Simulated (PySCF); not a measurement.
C3H8FNSi, SMILES C=C(F)C[SiH2]N.

Geometry optimised at B3LYP-D3(BJ)/def2-SVP. The structure was generated by enumeration, and PubChem lists no compound with its InChIKey, so it may never have been made. Other conformers were not sampled.

Calculation: B3LYP-D3(BJ)/def2-SVP run with PySCF.

Frequencies are harmonic and unscaled.

**Question.** List the normal modes with their intensities. (Estimate from the structure and the level; the computed values follow.)

**Answer.** 
```json
[
 {"mode": "1", "ν (cm⁻¹)": "35", "IR (km/mol)": "1.0", "moving atoms (share of kinetic energy)": "F 28 %, N 24 %, C 23 %, H 19 %"},
 {"mode": "2", "ν (cm⁻¹)": "111", "IR (km/mol)": "1.7", "moving atoms (share of kinetic energy)": "H 28 %, C 26 %, N 23 %, F 16 %"},
 {"mode": "3", "ν (cm⁻¹)": "155", "IR (km/mol)": "1.0", "moving atoms (share of kinetic energy)": "F 25 %, C 24 %, H 20 %, Si 17 %, N 13 %"},
 {"mode": "4", "ν (cm⁻¹)": "197", "IR (km/mol)": "9.8", "moving atoms (share of kinetic energy)": "H 58 %, Si 14 %, N 13 %"},
 {"mode": "5", "ν (cm⁻¹)": "274", "IR (km/mol)": "28.8", "moving atoms (share of kinetic energy)": "H 61 %, N 17 %, Si 9 %"},
 {"mode": "6", "ν (cm⁻¹)": "381", "IR (km/mol)": "3.3", "moving atoms (share of kinetic energy)": "H 51 %, C 31 %, F 13 %"},
 {"mode": "7", "ν (cm⁻¹)": "438", "IR (km/mol)": "174.2", "moving atoms (share of kinetic energy)": "H 80 %, N 17 %"},
 {"mode": "8", "ν (cm⁻¹)": "458", "IR (km/mol)": "15.0", "moving atoms (share of kinetic energy)": "H 37 %, C 30 %, F 28 %"},
 {"mode": "9", "ν (cm⁻¹)": "533", "IR (km/mol)": "18.2", "moving atoms (share of kinetic energy)": "H 50 %, C 42 %"},
 {"mode": "10", "ν (cm⁻¹)": "582", "IR (km/mol)": "4.4", "moving atoms (share of kinetic energy)": "H 41 %, C 32 %, Si 20 %"},
 {"mode": "11", "ν (cm⁻¹)": "678", "IR (km/mol)": "14.9", "moving atoms (share of kinetic energy)": "H 78 %, C 16 %"},
 {"mode": "12", "ν (cm⁻¹)": "725", "IR (km/mol)": "23.4", "moving atoms (share of kinetic energy)": "H 76 %, C 16 %"},
 {"mode": "13", "ν (cm⁻¹)": "738", "IR (km/mol)": "1.7", "moving atoms (share of kinetic energy)": "H 74 %, C 21 %"},
 {"mode": "14", "ν (cm⁻¹)": "772", "IR (km/mol)": "26.6", "moving atoms (share of kinetic energy)": "H 56 %, C 24 %, Si 11 %, N 8 %"},
 {"mode": "15", "ν (cm⁻¹)": "837", "IR (km/mol)": "7.6", "moving atoms (share of kinetic energy)": "H 39 %, N 34 %, Si 15 %, C 12 %"},
 {"mode": "16", "ν (cm⁻¹)": "858", "IR (km/mol)": "58.0", "moving atoms (share of kinetic energy)": "H 68 %, C 31 %"},
 {"mode": "17", "ν (cm⁻¹)": "873", "IR (km/mol)": "13.1", "moving atoms (share of kinetic energy)": "H 37 %, C 26 %, F 16 %, N 11 %, Si 10 %"},
 {"mode": "18", "ν (cm⁻¹)": "891", "IR (km/mol)": "46.3", "moving atoms (share of kinetic energy)": "H 39 %, C 36 %, N 9 %, F 9 %"},
 {"mode": "19", "ν (cm⁻¹)": "944", "IR (km/mol)": "293.8", "moving atoms (share of kinetic energy)": "H 77 %, Si 15 %"},
 {"mode": "20", "ν (cm⁻¹)": "946", "IR (km/mol)": "31.1", "moving atoms (share of kinetic energy)": "H 54 %, C 30 %, F 17 %"},
 {"mode": "21", "ν (cm⁻¹)": "995", "IR (km/mol)": "107.1", "moving atoms (share of kinetic energy)": "H 92 %"},
 {"mode": "22", "ν (cm⁻¹)": "1129", "IR (km/mol)": "49.3", "moving atoms (share of kinetic energy)": "H 83 %, C 13 %"},
 {"mode": "23", "ν (cm⁻¹)": "1188", "IR (km/mol)": "27.6", "moving atoms (share of kinetic energy)": "H 66 %, C 33 %"},
 {"mode": "24", "ν (cm⁻¹)": "1291", "IR (km/mol)": "92.9", "moving atoms (share of kinetic energy)": "C 71 %, H 22 %"},
 {"mode": "25", "ν (cm⁻¹)": "1386", "IR (km/mol)": "6.5", "moving atoms (share of kinetic energy)": "H 88 %, C 12 %"},
 {"mode": "26", "ν (cm⁻¹)": "1420", "IR (km/mol)": "17.6", "moving atoms (share of kinetic energy)": "H 84 %, C 16 %"},
 {"mode": "27", "ν (cm⁻¹)": "1538", "IR (km/mol)": "52.4", "moving atoms (share of kinetic energy)": "H 90 %, N 10 %"},
 {"mode": "28", "ν (cm⁻¹)": "1747", "IR (km/mol)": "131.7", "moving atoms (share of kinetic energy)": "C 92 %"},
 {"mode": "29", "ν (cm⁻¹)": "2167", "IR (km/mol)": "169.7", "moving atoms (share of kinetic energy)": "H 97 %"},
 {"mode": "30", "ν (cm⁻¹)": "2217", "IR (km/mol)": "150.8", "moving atoms (share of kinetic energy)": "H 97 %"},
 {"mode": "31", "ν (cm⁻¹)": "3038", "IR (km/mol)": "4.3", "moving atoms (share of kinetic energy)": "H 94 %"},
 {"mode": "32", "ν (cm⁻¹)": "3115", "IR (km/mol)": "3.0", "moving atoms (share of kinetic energy)": "H 91 %, C 9 %"},
 {"mode": "33", "ν (cm⁻¹)": "3172", "IR (km/mol)": "0.9", "moving atoms (share of kinetic energy)": "H 94 %"},
 {"mode": "34", "ν (cm⁻¹)": "3277", "IR (km/mol)": "1.0", "moving atoms (share of kinetic energy)": "H 89 %, C 11 %"},
 {"mode": "35", "ν (cm⁻¹)": "3560", "IR (km/mol)": "24.6", "moving atoms (share of kinetic energy)": "H 96 %"},
 {"mode": "36", "ν (cm⁻¹)": "3655", "IR (km/mol)": "34.8", "moving atoms (share of kinetic energy)": "H 91 %, N 9 %"}
]
```
